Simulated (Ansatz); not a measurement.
This geometry of Cl3HOSi + FH (8 atoms, charge 0, multiplicity 1) is a first-order saddle point.

All numbers below come from RKS B3LYP-D4/def2-SVP in Ansatz 0.2.0.

```xyz
8
Properties=species:S:1:pos:R:3
Si 0.120 -0.254 0.001
O 0.043 -0.096 1.789
H -0.754 0.233 2.231
Cl 1.874 0.361 -0.870
Cl -1.094 1.455 -0.264
Cl -1.045 -1.638 -0.993
F 1.033 -1.715 0.835
H 0.564 -1.132 1.779
```

**Question.** Which two structures does it join? (They come from a converged band through this point; their orientation in space is the band's.)

**Answer.** Bonds broken: Si1–O2, F7–H8. Bonds formed: Si1–F7, O2–H8. Cl3HOSi + FH becomes Cl3FSi + H2O.

Image 0:

```xyz
8
Properties=species:S:1:pos:R:3
Si -0.156 0.140 -0.111
O -0.033 -0.097 1.530
H -0.767 0.209 2.081
Cl 1.726 0.371 -0.844
Cl -1.268 1.841 -0.415
Cl -1.093 -1.434 -1.010
F 1.405 -2.281 1.485
H 0.928 -1.536 1.792
```

Image 6:

```xyz
8
Properties=species:S:1:pos:R:3
Si 0.505 -0.086 -0.449
O -0.702 -0.429 2.384
H -1.194 -1.239 2.190
Cl 1.607 -0.044 -2.173
Cl -0.037 1.809 0.038
Cl -1.097 -1.324 -0.745
F 1.473 -0.723 0.674
H 0.187 -0.750 2.589
```

**Question.** How far does it lie above each of them?

**Answer.** 0.84 eV above the first and 1.10 eV above the second. This is the barrier of this one path; another mechanism may lie lower. The orbitals stay closed-shell, which can raise the energy where a bond breaks towards radicals; this wasn't checked here.

Run time: 2.5 min on 4 threads of Arm Neoverse V1, on a shared host, peak memory 0.29 GiB.
